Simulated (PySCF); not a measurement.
## Where the electron goes

C6H5ClFN.
Geometry (GFN2-xTB, Å), atoms numbered from 1 in this order:
```
atom  x, y, z in Å
C1    -2.1978   -0.4419   -0.0943
C2    -0.7269   -0.1977   -0.0239
C3    -0.1951    1.0805   -0.1782
C4     1.1790    1.2169   -0.1000
F5     1.7336    2.4304   -0.2430
C6     1.9982    0.1233    0.1239
C7     1.3482   -1.0959    0.2616
Cl8    2.2656   -2.5193    0.5426
N9     0.0447   -1.2542    0.1918
H10   -2.7119    0.1313    0.6748
H11   -2.3961   -1.4989    0.0504
H12   -2.5851   -0.1302   -1.0624
H13   -0.8258    1.9366   -0.3519
H14    3.0684    0.2186    0.1864
```

Computed, not measured: PySCF, TDDFT PBE0/def2-SVPD, vertical, gas phase, core orbitals frozen in the response.

Frontier orbitals with the atoms that hold most of them (Löwdin shares over 4%, at most four atoms; ? is withheld):

```csv
orbital,ε (eV),atoms
LUMO+2,0.67,"C1 20%, C3 14%, C4 10%, C2 9%"
LUMO+1,-0.97,"C4 23%, N9 20%, C2 17%, C6 12%"
LUMO,-1.11,"C7 22%, C3 18%, C6 13%, C2 13%"
HOMO,-7.63,?
HOMO-1,-8.14,?
HOMO-2,-8.50,"N9 25%, C4 20%, C6 16%, F5 12%"
HOMO-3,-9.24,"Cl8 83%, C7 9%"
```

(1) Give the leading atoms of the HOMO.

(2) Which atoms hold the HOMO-1, and with what shares?

(3) How does S1 compare with the orbital gap of 6.52 eV?

(4) Give energy, strength and leading configuration of S1, S2, S3 and S4, and follow the Löwdin shares of the leading atoms from the occupied to the empty orbital.

## Answers

(1) Cl8 (bonded to C) 22%; C3 (bonded to 2 C and H) 20%; C6 (bonded to 2 C and H) 16%; C7 (bonded to C, Cl and N) 14%. By element: carbon 49% or more, chlorine 22%.

(2) N9 (bonded to 2 C) 61%; C2 (bonded to 2 C and N) 9%; C7 (bonded to C, Cl and N) 8%; Cl8 (bonded to C) 6%. By element: nitrogen 61%, carbon 18% or more, chlorine 6%.

(3) S1 is at 5.34 eV (f = 0.0001), 1.18 eV below the gap, made of HOMO-1→LUMO (99%). Its leading pair isn't HOMO and LUMO; the energies of that pair differ by 7.03 eV. Without the coupling terms of the response equations the lowest excitation would equal the gap.

(4) 
- S1 (5.34 eV, f 0.0001), HOMO-1→LUMO (99%): N9 61% → at most 13%, C2 9% → 13%, C7 8% → 22%, C3 at most 6% → 18%
- S2 (5.44 eV, f 0.034), HOMO→LUMO+1 (71%): Cl8 22% → at most 13%, C3 20% → at most 13%, C4 at most 15% → 23%, N9 at most 15% → 20%
- S3 (5.49 eV, f 0.0025), HOMO-1→LUMO+1 (99%): N9 61% → 20%, C2 9% → 17%, C4 at most 6% → 23%
- S4 (5.90 eV, f 0.134), HOMO→LUMO (88%): Cl8 22% → at most 13%, C3 20% → 18%, C7 14% → 22%

On Arm Neoverse N1, one thread, no GPU, shared host with 64 logical CPUs at a one-minute load of 32, this took 68 s and 0.92 GiB of memory at its peak.
